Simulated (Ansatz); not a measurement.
`CS[Si](F)(F)F` + CH₃OH → `CO[Si](F)(F)F` + CH₃SH at 500 K and 1 bar (ligand exchange at the Si–S bond).

Computed with Ansatz on PBE0-D4/def2-TZVP structures; ΔE is electronic, products minus reactants. CBS: MP2 limit from def2 TZ/QZ plus the TZ coupled-cluster correction, frozen cores. This one scheme is used for every species. Each species was taken in one conformer, which may not be the lowest.

```
        species  CCSD(T)/CBS energy (Eh)  H − E (kJ/mol)  S (J/(mol·K))
`CS[Si](F)(F)F`              -1026.33397           177.4          435.0
          CH₃OH               -115.61712           157.0          265.4
`CO[Si](F)(F)F`               -703.74509           183.3          420.7
          CH₃SH               -438.22835           145.1          283.7
```

H − E and S are ideal-gas, rigid-rotor, harmonic terms from PBE0-D4/def2-TZVP, for one conformer and one mirror image of each species. 1 Eh = 2625.50 kJ/mol, R = 8.31446 J/(mol·K).

Problem. By hand: ΔE, ΔH, ΔS and ΔG.

Solution. ΔE = (-703.74509) + (-438.22835) − (-1026.33397) − (-115.61712) = -0.02235 Eh = -58.7 kJ/mol. Δ(H − E) = 183.3 + 145.1 − 177.4 − 157.0 = -6.0, so ΔH = -64.7 kJ/mol. ΔS = 420.7 + 283.7 − 435.0 − 265.4 = 4.0 J/(mol·K). ΔG = -64.7 − 500 × (4.0)/1000 = -66.7 kJ/mol.

Problem. By hand: the equilibrium constant, and the temperature at which ΔG would vanish if ΔH and ΔS stayed fixed.

Solution. log₁₀ K = −ΔG/(RT ln 10) = 7.0. ΔH and −TΔS have one sign here, so there is no such temperature.

The number of gas molecules stays the same, so ΔS is small and ΔH decides. A doubt of 5 kJ/mol in ΔE shifts log₁₀ K by 0.5 here. Other conformers and mirror images would add mixing entropy, several J/(mol·K) or more a flexible species. Modes under 60 cm⁻¹, often nearly free rotors, make the harmonic entropy too high. These are equilibria of isolated gas molecules and say nothing of rates. Largest T1 diagnostic: 0.011 (customary marks: 0.02 for closed shells, 0.045 for open ones).

ΔS is within the doubt of such terms, so its sign, and with it that verdict, could turn.
